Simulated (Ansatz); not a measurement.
`B[SiH2][GeH3]` → `[BH2]`• + `[SiH2][GeH3]`•  (homolysis of the B–Si bond)

Isolated molecules relaxed with PBE0-D4/def2-TZVP in Ansatz; ΔE leaves out vibrations. CBS: MP2 limit from def2 TZ/QZ plus the TZ coupled-cluster correction, frozen cores. This one scheme is used for every species. DFT in def2-TZVPP. B3LYP here is the variant with VWN-RPA as its local correlation; programs differ in this. No spin–orbit coupling; open shells (•) take unrestricted orbitals. For Ge outer-core shells are correlated without core-valence functions, which leaves a few kJ/mol of doubt a bond. Scalar relativity is left out up to krypton.

**Question.** What is ΔE at CCSD(T)/CBS? (Best estimate.)

**Answer.** Ansatz gave: +3.89 eV.

**Question.** What do these levels give: PBE-D4, B97M-V, B3LYP-D4, ωB97M-V, r2SCAN, r2SCANh, RPA@PBE/def2-TZVPP, MP2/def2-TZVPP, MP2/def2-QZVPP, SCS-MP2/def2-QZVPP, HF/CBS(def2), MP2/CBS(def2)? (An estimate is asked.)

**Answer.** The calculation gave: PBE-D4 3.83, B97M-V 3.90, B3LYP-D4 3.75, ωB97M-V 3.94, r2SCAN 3.63, r2SCANh 3.62, RPA@PBE/def2-TZVPP 3.60, MP2/def2-TZVPP 3.79, MP2/def2-QZVPP 3.85, SCS-MP2/def2-QZVPP 3.86, HF/CBS(def2) 2.74, MP2/CBS(def2) 3.89 eV.

Largest T1 diagnostic among the species: 0.013.

Leaving LDA and LC-ωPBE aside and taking each functional with its dispersion term where it has one, the values, not all of them listed here, spread over 0.32 eV, from r2SCAN0-D4 to ωB97M-V. LDA lies +0.56 eV from PBE without D4, its usual overbinding. The D4 term adds +0.09 eV with B3LYP and +0.05 eV with PBE0; it sums over pairs of atoms, weighted by their polarisabilities, and B3LYP, whose exchange is more repulsive, gets the larger term. From PBE to PBE0 (25 % exact exchange), in def2-TZVPP and without D4, ΔE moves by −0.04 eV: exact exchange takes away binding that semilocal exchange gives to molecules.
